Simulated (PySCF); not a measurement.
# One molecule, many functionals

C2H7ClSi2.
SMILES: `ClC1[SiH2]C[SiH2]1`

Linear-response calculations in the def2-SVPD basis (PySCF; singlets by full response, triplets Tamm–Dancoff, core orbitals frozen in the response; HF means time-dependent Hartree–Fock). 'Strongest' is the level of largest summed f among the singlets computed (10 roots, of which the last may lack a degenerate partner); it can jump between rows when another state enters that window. S1 is the lowest singlet of each run and needn't be the same state throughout; f(S1) is that of one state. Isolated species at its PBE0-D3(BJ)/def2-SVP geometry (one conformer only).

| functional | kind | S1 (eV) | f(S1) | strongest (eV) | T1 (eV) | HOMO (eV) | gap (eV) | ionisation energy, ΔSCF (eV) |
| --- | --- | --- | --- | --- | --- | --- | --- | --- |
| LDA | LDA | 5.11 | 0.002 | 6.73 | 4.92 | -6.38 | 5.04 | 9.23 |
| PBE | GGA | 5.21 | 0.002 | 6.76 | 4.90 | -6.28 | 5.14 | 9.11 |
| B3LYP | global hybrid, 20% exact exchange | 5.73 | 0.000 | 7.32 | 5.27 | -7.28 | 6.74 | 9.41 |
| PBE0 | global hybrid, 25% exact exchange | 5.84 | 0.002 | 6.91 | 5.29 | -7.50 | 7.17 | 9.43 |
| BHandHLYP | global hybrid, 50% exact exchange | 6.25 | 0.003 | 7.40 | 5.67 | -8.62 | 9.05 | 9.55 |
| CAM-B3LYP | range-separated hybrid | 6.07 | 0.003 | 7.19 | 5.51 | -8.81 | 9.39 | 9.58 |
| wB97X-D | range-separated hybrid | 6.08 | 0.004 | 7.26 | 5.54 | -9.33 | 10.70 | 9.57 |
| LC-wPBE | range-separated hybrid | 6.35 | 0.004 | 7.73 | 5.68 | -10.16 | 11.86 | 9.77 |
| HF | Hartree–Fock | 6.92 | 0.004 | 8.31 | 6.18 | -10.39 | 12.65 | not settled |

S1 runs from 5.11 eV (LDA) to 6.92 eV (HF), a spread of 1.81 eV, while the orbital gap spreads over 7.6 eV. Along PBE (0%), B3LYP (20%), PBE0 (25%), BHandHLYP (50%), HF (100%) S1 rises with the share of exact exchange. −ε(HOMO) comes closest to its own ΔSCF ionisation energy with wB97X-D (-0.24 eV) and misses most with LDA (-2.84 eV). 'Not settled' means that the ion's SCF failed to converge or may have ended in another state than the lowest.

Without π bonds the low states are Rydberg-like; a valence basis with one diffuse set may place them up to an eV too high.
